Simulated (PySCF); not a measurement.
Isomers of C5H12Si3.

All values: PBE0/pcSseg-1 (PySCF) at GFN2-xTB geometries, gas phase, one conformer each.

Task: Rank by the highest Hirshfeld charge on any atom, lowest value first.
A. `[CH:1]#[C:2][Si@@H:3]1[SiH2:4][CH2:5][C@H:6]1[CH2:7][SiH3:8]` with C5–C6–C7–Si8 -61°, C2–Si3–Si4–C5 -120°, Si3–Si4–C5–C6 13°, Si4–C5–C6–C7 -142°, C2–Si3–C6–C5 133°
B. `[CH:1]#[C:2][Si@@H:3]([SiH2:4][CH3:5])[SiH:6]1[CH2:7][CH2:8]1` with C2–Si3–Si4–C5 51°, C2–Si3–Si6–C7 -170°
C. `[CH:1]#[C:2][Si:3]([SiH3:4])([SiH3:5])[C:6](=[CH2:7])[CH3:8]` with C2–Si3–C6–C7 128°
D. `[CH:1]#[C:2][Si@H:3]([CH:4]=[CH2:5])[CH:6]([SiH3:7])[SiH3:8]` with C2–Si3–C4–C5 -23°, C2–Si3–C6–Si7 52°
E. `C([C@H]1[Si@@H](C[SiH2]1)C)#C[SiH3]`
F. `[CH3:1][C:2]#[C:3][C@H:4]1[SiH2:5][CH2:6][SiH2:7][SiH2:8]1` with C3–C4–Si5–C6 79°, C4–Si5–C6–Si7 38°, Si5–C6–Si7–Si8 -21°, C6–Si7–Si8–C4 -3°

Result: C (+0.227 e), B (+0.266 e), A (+0.310 e), F (+0.339 e), D (+0.371 e), E (+0.396 e).

Task: Rank by the lowest Hirshfeld charge on any atom, highest value first.
A. `[CH:1]#[C:2][Si@@H:3]1[SiH2:4][CH2:5][C@@H:6]1[CH2:7][SiH3:8]` with C5–C6–C7–Si8 60°, C2–Si3–Si4–C5 -96°, Si3–Si4–C5–C6 -14°, Si4–C5–C6–C7 142°, C2–Si3–C6–C5 101°
B. `[CH:1]#[C:2][Si@H:3]([CH:4]=[CH2:5])[CH:6]([SiH3:7])[SiH3:8]` with C2–Si3–C4–C5 -23°, C2–Si3–C6–Si7 52°
C. `[CH:1]#[C:2][Si@@H:3]([SiH2:4][CH3:5])[SiH:6]1[CH2:7][CH2:8]1` with C2–Si3–Si4–C5 51°, C2–Si3–Si6–C7 -170°
D. `[CH:1]#[C:2][SiH2:3][Si@@H:4]1[CH2:5][SiH2:6][C@H:7]1[CH3:8]` with C2–Si3–Si4–C5 57°

Result: A (-0.161 e), C (-0.208 e), D (-0.254 e), B (-0.274 e).

Task: Rank by HOMO–LUMO gap, lowest first.
A. `[CH3:1][C:2]#[C:3][C@H:4]1[SiH2:5][CH2:6][SiH2:7][SiH2:8]1` with C3–C4–Si5–C6 79°, C4–Si5–C6–Si7 38°, Si5–C6–Si7–Si8 -21°, C6–Si7–Si8–C4 -3°
B. `[CH2:1]=[C:2]1[CH:3]=[CH:4][CH2:5][Si@@H:6]([SiH3:7])[SiH2:8]1` with C1–C2–C3–C4 -157°, C3–C4–C5–Si6 -55°, C4–C5–Si6–Si7 -66°, C5–Si6–Si8–C2 -32°
C. `[CH:1]#[C:2][C:3]([SiH3:4])([SiH3:5])[SiH2:6][CH:7]=[CH2:8]` with C2–C3–Si6–C7 177°, C3–Si6–C7–C8 102°
D. `[CH:1]#[C:2][Si@@H:3]([SiH2:4][CH3:5])[SiH:6]1[CH2:7][CH2:8]1` with C2–Si3–Si4–C5 51°, C2–Si3–Si6–C7 -170°
E. `[CH:1]#[C:2][SiH2:3][Si@@H:4]1[CH2:5][SiH2:6][C@@H:7]1[CH3:8]` with C2–Si3–Si4–C5 50°, Si3–Si4–C5–Si6 -107°, Si4–C5–Si6–C7 -9°, C5–Si6–C7–C8 131°, Si3–Si4–C7–Si6 107°
F. `[CH:1]#[C:2][Si@H:3]([CH:4]=[CH2:5])[CH:6]([SiH3:7])[SiH3:8]` with C2–Si3–C4–C5 -23°, C2–Si3–C6–Si7 52°

Result: B (5.43 eV), D (6.12 eV), A (6.53 eV), C (6.66 eV), E (6.87 eV), F (7.33 eV).

All values together:

```json
{"SMILES": "C#C[Si@H](C=C)C([SiH3])[SiH3]", "μ (D)": "0.55", "HOMO (eV)": "-7.97", "LUMO (eV)": "-0.63", "lowest IAO charge (e)": "-0.922 (C)", "highest IAO charge (e)": "+0.910 (Si)", "lowest Hirshfeld charge (e)": "-0.274 (C)", "highest Hirshfeld charge (e)": "+0.371 (Si)"}
{"SMILES": "C#C[Si@@H]([SiH2]C)[SiH]1CC1", "μ (D)": "0.88", "HOMO (eV)": "-6.84", "LUMO (eV)": "-0.73", "lowest IAO charge (e)": "-0.700 (C)", "highest IAO charge (e)": "+0.493 (Si)", "lowest Hirshfeld charge (e)": "-0.208 (C)", "highest Hirshfeld charge (e)": "+0.266 (Si)"}
{"SMILES": "CC#C[C@H]1[SiH2]C[SiH2][SiH2]1", "μ (D)": "0.75", "HOMO (eV)": "-6.75", "LUMO (eV)": "-0.22", "lowest IAO charge (e)": "-0.814 (C)", "highest IAO charge (e)": "+0.773 (Si)", "lowest Hirshfeld charge (e)": "-0.247 (C)", "highest Hirshfeld charge (e)": "+0.339 (Si)"}
{"SMILES": "C#C[SiH2][Si@@H]1C[SiH2][C@H]1C", "μ (D)": "0.49", "HOMO (eV)": "-7.38", "LUMO (eV)": "-0.62", "lowest IAO charge (e)": "-0.813 (C)", "highest IAO charge (e)": "+0.754 (Si)", "lowest Hirshfeld charge (e)": "-0.254 (C)", "highest Hirshfeld charge (e)": "+0.343 (Si)"}
{"SMILES": "C#C[Si@@H]1[SiH2]C[C@H]1C[SiH3]", "μ (D)": "0.35", "HOMO (eV)": "-7.18", "LUMO (eV)": "-0.56", "lowest IAO charge (e)": "-0.530 (C)", "highest IAO charge (e)": "+0.599 (Si)", "lowest Hirshfeld charge (e)": "-0.162 (C)", "highest Hirshfeld charge (e)": "+0.310 (Si)"}
{"SMILES": "C[Si@@H]1C[SiH2][C@H]1C#C[SiH3]", "μ (D)": "2.70", "HOMO (eV)": "-6.81", "LUMO (eV)": "-0.12", "lowest IAO charge (e)": "-0.841 (C)", "highest IAO charge (e)": "+0.943 (Si)", "lowest Hirshfeld charge (e)": "-0.259 (C)", "highest Hirshfeld charge (e)": "+0.396 (Si)"}
{"SMILES": "C#C[SiH2][Si@@H]1C[SiH2][C@@H]1C", "μ (D)": "0.54", "HOMO (eV)": "-7.42", "LUMO (eV)": "-0.56", "lowest IAO charge (e)": "-0.813 (C)", "highest IAO charge (e)": "+0.750 (Si)", "lowest Hirshfeld charge (e)": "-0.254 (C)", "highest Hirshfeld charge (e)": "+0.339 (Si)"}
{"SMILES": "C#CC([SiH3])([SiH3])[SiH2]C=C", "μ (D)": "1.00", "HOMO (eV)": "-7.33", "LUMO (eV)": "-0.67", "lowest IAO charge (e)": "-0.751 (C)", "highest IAO charge (e)": "+0.767 (Si)", "lowest Hirshfeld charge (e)": "-0.210 (C)", "highest Hirshfeld charge (e)": "+0.333 (Si)"}
{"SMILES": "C#C[Si@@](C)([SiH3])[SiH2]C=C", "μ (D)": "0.26", "HOMO (eV)": "-7.58", "LUMO (eV)": "-0.73", "lowest IAO charge (e)": "-0.682 (C)", "highest IAO charge (e)": "+0.483 (Si)", "lowest Hirshfeld charge (e)": "-0.208 (C)", "highest Hirshfeld charge (e)": "+0.242 (Si)"}
{"SMILES": "C#C[Si@@H]1[SiH2]C[C@@H]1C[SiH3]", "μ (D)": "0.42", "HOMO (eV)": "-7.22", "LUMO (eV)": "-0.53", "lowest IAO charge (e)": "-0.529 (C)", "highest IAO charge (e)": "+0.595 (Si)", "lowest Hirshfeld charge (e)": "-0.161 (C)", "highest Hirshfeld charge (e)": "+0.309 (Si)"}
{"SMILES": "C#C[Si]([SiH3])([SiH3])C(=C)C", "μ (D)": "0.77", "HOMO (eV)": "-7.52", "LUMO (eV)": "-0.59", "lowest IAO charge (e)": "-0.417 (C)", "highest IAO charge (e)": "+0.476 (Si)", "lowest Hirshfeld charge (e)": "-0.155 (C)", "highest Hirshfeld charge (e)": "+0.227 (Si)"}
{"SMILES": "C=C1C=CC[Si@@H]([SiH3])[SiH2]1", "μ (D)": "0.59", "HOMO (eV)": "-6.55", "LUMO (eV)": "-1.12", "lowest IAO charge (e)": "-0.518 (C)", "highest IAO charge (e)": "+0.453 (Si)", "lowest Hirshfeld charge (e)": "-0.156 (C)", "highest Hirshfeld charge (e)": "+0.237 (Si)"}
```

Conformers: `[CH:1]#[C:2][Si@H:3]([CH:4]=[CH2:5])[CH:6]([SiH3:7])[SiH3:8]` with C2–Si3–C4–C5 -23°, C2–Si3–C6–Si7 52°; `[CH:1]#[C:2][Si@@H:3]([SiH2:4][CH3:5])[SiH:6]1[CH2:7][CH2:8]1` with C2–Si3–Si4–C5 51°, C2–Si3–Si6–C7 -170°; `[CH3:1][C:2]#[C:3][C@H:4]1[SiH2:5][CH2:6][SiH2:7][SiH2:8]1` with C3–C4–Si5–C6 79°, C4–Si5–C6–Si7 38°, Si5–C6–Si7–Si8 -21°, C6–Si7–Si8–C4 -3°; `[CH:1]#[C:2][SiH2:3][Si@@H:4]1[CH2:5][SiH2:6][C@H:7]1[CH3:8]` with C2–Si3–Si4–C5 57°; `[CH:1]#[C:2][Si@@H:3]1[SiH2:4][CH2:5][C@H:6]1[CH2:7][SiH3:8]` with C5–C6–C7–Si8 -61°, C2–Si3–Si4–C5 -120°, Si3–Si4–C5–C6 13°, Si4–C5–C6–C7 -142°, C2–Si3–C6–C5 133°; `[CH:1]#[C:2][SiH2:3][Si@@H:4]1[CH2:5][SiH2:6][C@@H:7]1[CH3:8]` with C2–Si3–Si4–C5 50°, Si3–Si4–C5–Si6 -107°, Si4–C5–Si6–C7 -9°, C5–Si6–C7–C8 131°, Si3–Si4–C7–Si6 107°; `[CH:1]#[C:2][C:3]([SiH3:4])([SiH3:5])[SiH2:6][CH:7]=[CH2:8]` with C2–C3–Si6–C7 177°, C3–Si6–C7–C8 102°; `[CH:1]#[C:2][Si@@:3]([CH3:4])([SiH3:5])[SiH2:6][CH:7]=[CH2:8]` with C2–Si3–Si6–C7 -72°, Si3–Si6–C7–C8 18°; `[CH:1]#[C:2][Si@@H:3]1[SiH2:4][CH2:5][C@@H:6]1[CH2:7][SiH3:8]` with C5–C6–C7–Si8 60°, C2–Si3–Si4–C5 -96°, Si3–Si4–C5–C6 -14°, Si4–C5–C6–C7 142°, C2–Si3–C6–C5 101°; `[CH:1]#[C:2][Si:3]([SiH3:4])([SiH3:5])[C:6](=[CH2:7])[CH3:8]` with C2–Si3–C6–C7 128°; `[CH2:1]=[C:2]1[CH:3]=[CH:4][CH2:5][Si@@H:6]([SiH3:7])[SiH2:8]1` with C1–C2–C3–C4 -157°, C3–C4–C5–Si6 -55°, C4–C5–Si6–Si7 -66°, C5–Si6–Si8–C2 -32°.
